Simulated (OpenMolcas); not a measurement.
Dy2+ among 8 point charges of -1.5 e arranged as a cube (Oh), 2.94 Å from the ion.
```
   1.6974    1.6974    1.6974  -1.50
   1.6974    1.6974   -1.6974  -1.50
   1.6974   -1.6974    1.6974  -1.50
   1.6974   -1.6974   -1.6974  -1.50
  -1.6974    1.6974    1.6974  -1.50
  -1.6974    1.6974   -1.6974  -1.50
  -1.6974   -1.6974    1.6974  -1.50
  -1.6974   -1.6974   -1.6974  -1.50
```

- Program: OpenMolcas 26.06
- Method: CASSCF
- Basis: ANO-RCC-VTZP [8s7p5d3f2g1h]
- Scalar Hamiltonian: DKH2, point nucleus
- Active space: 10 electrons in 7 orbitals (4f)
- State averaging: 2S+1 = 5 even, 35 roots (32 in the spin-orbit step); 2S+1 = 3 even, 106 roots kept (CI in the orbitals of an earlier block); 2S+1 = 1 even, 44 roots kept (CI in the orbitals of an earlier block, 31 in the spin-orbit step)
- Spin-orbit coupling: state interaction with AMFI integrals over the reference wave functions

Question: What is the spin-free ground state (labels of O, the rotations of Oh)?

Answer: 5A1, 1-fold in its orbital part, 100 % from free-ion I terms; it has the highest spin that f10 allows.

Question: Where is the first state of the same spin?

Answer: 5T1 at 17.1 cm-1 above the ground state.

Question: What are the lowest two levels with spin-orbit coupling?

Answer: A 3-fold level T2, then a 2-fold level E 4.6 cm-1 above it. Their leading multiplicities are 5 (95 %) and 5 (95 %).

Question: What is χT at 300 K, and how does it compare with the textbook value?

Answer: Hund's rules give f10 the level 5I8 with g = 1.250, so an isolated free-ion multiplet has χT = g² J(J+1) / 8 = 14.062 cm3 K/mol. The computed 13.944 at 300 K differs by -1 %, through the field's splitting, the mixing of terms and any other multiplet in reach.

High states are left out of the spin-orbit mixing, which shifts the levels that they would mix with. Point charges carry no covalency, so the field is a model and not that of real ligands. The first state left out of the spin-orbit step lies near 42000 cm-1 above the lowest spin-free state of the reference (among the parities and spins computed), and the lists stop at four fifths of that energy or lower. No measured value stands beside these numbers.
